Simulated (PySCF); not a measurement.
# Electron correlation in S (sulfur, neutral)

[Ne] 3s2 3p4, high-spin 3P determinant. Computed with PySCF 2.14 in 6-31G*, with the non-relativistic Hamiltonian (point nucleus). Frozen: [Ne]; 6 electrons correlated.

MP2 pair energies summed by pair of shells (mhartree):

| pair | energy | share (%) |
| --- | --- | --- |
| 3s-3p | -34.94 | 45.8 |
| 3p-3p | -33.83 | 44.4 |
| 3s-3s | -7.51 | 9.8 |

Total MP2 correlation energy: -76.29 mhartree.

Same-spin part -17.92 and opposite-spin part -58.37 mhartree; SCS-MP2 scales them by 1/3 and 6/5 to -76.01 mhartree.

```csv
level,correlation energy (mhartree)
CCSD,-93.93
(T),-1.34
CCSD(T),-95.27
```

Diagnostics: T1 = 0.0062, D1 = 0.0179, largest double amplitude 0.045.

Task: Is a single reference adequate?

Result: Yes: T1 lies below 0.03 and no double amplitude reaches 0.07.
